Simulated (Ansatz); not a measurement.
# A family of molecules: the dipole moment

Gas-phase molecules, one atom swapped for its congeners: SeH(CF3); Si(SeH)F3; Ge(SeH)F3. All are singlets with charge 0.

Shapes, held fixed at every level: PBE0-D4/def2-TZVP. Programs: Ansatz 0.2.0. Values in D.

| level | SeH(CF3) | Si(SeH)F3 | Ge(SeH)F3 |
| --- | --- | --- | --- |
| PBE-D4/def2-TZVPP | 1.17 | 1.49 | 2.70 |
| r2SCAN-D4/def2-TZVPP | 1.23 | 1.48 | 2.74 |
| B3LYP-D4/def2-TZVPP | 1.38 | 1.57 | 2.88 |
| wB97M-V/def2-TZVPP | 1.41 | 1.52 | 2.84 |

At wB97M-V/def2-TZVPP the dipole moment rises at every step, from 1.41 to 2.84 D. Every level shows the same order. Relativity is left out for Ge, Se.
